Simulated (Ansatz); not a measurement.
System: C₂H₃BCl, net charge 0, doublet state. It need not be the lowest isomer of its formula. 
Structure (B3LYP-D3(BJ)/def2-TZVP (Ansatz, an electronic-structure program) minimum search):
```
C
C 1 1.3386
H 2 1.0838 1 121.00
H 2 1.0846 3 116.68 1 180.00
H 1 1.0899 2 118.49 3 180.00
B 1 1.5267 5 120.06 2 -180.00
Cl 6 1.7339 1 126.02 5 0.00
```
Charge 0, spin multiplicity 2.

Total electronic energies in hartree. Cores are frozen in the correlated levels unless marked. Open shells are spin-unrestricted. Spin-orbit coupling is left out. No relativistic terms. Basis-set limits of correlation are two-point, X^-3; Hartree-Fock from the larger set. The bracket is a focal-point correction in the basis named.

```
level                                                                 program  energy (Eh)
-------------------------------------------------------------  --------------  -----------
HF/6-31G*                                                              Ansatz   -561.61174
HF/cc-pV(D+d)Z                                                         Ansatz   -561.64614
HF/cc-pV(T+d)Z                                                         Ansatz   -561.68634
HF/aug-cc-pV(Q+d)Z                                                     Ansatz   -561.69658
revPBE-D4/def2-TZVPD                                           Ansatz + dftd4   -562.96559
B3LYP-D3(BJ)/def2-TZVPD                                        Ansatz + dftd3   -563.09261
PBE0/def2-QZVPP                                                        Ansatz   -562.79479
HSE06-D3(BJ)/def2-TZVPD                                        Ansatz + dftd3   -562.76480
HSE06-D4/def2-TZVPD                                            Ansatz + dftd4   -562.76518
CAM-B3LYP-D3(BJ)/def2-TZVPD                                    Ansatz + dftd3   -563.01268
LC-wPBE-D3(BJ)/def2-TZVPD                                      Ansatz + dftd3   -562.85417
wB97X-V/def2-TZVPD                                                     Ansatz   -562.95720
RPA@PBE/cc-pV(T+d)Z                                                    Ansatz   -562.62934
MP2/6-31G                                                              Ansatz   -561.79410
MP2/6-31G*                                                             Ansatz   -562.03970
SCS-MP2/6-31G                                                          Ansatz   -561.79336
SCS-MP2/aug-cc-pV(D+d)Z                                                Ansatz   -562.11827
SCS-MP2/cc-pV(D+d)Z                                                    Ansatz   -562.09025
CCSD/6-31G                                                             Ansatz   -561.83345
CCSD(T)/STO-3G                                                         Ansatz   -555.62283
CCSD(T)/aug-cc-pV(Q+d)Z                                                Ansatz   -562.38750
RI-MP2/CBS(cc-pV(T+d)Z,cc-pV(Q+d)Z)+[CCSD(T)-MP2]/cc-pV(D+d)Z          Ansatz    -562.4096
CCSD(T)/CBS(aug-cc-pV(T+d)Z,aug-cc-pV(Q+d)Z)                           Ansatz    -562.4132
```

Totals of different functionals don't rank their quality; only differences between species are comparable.
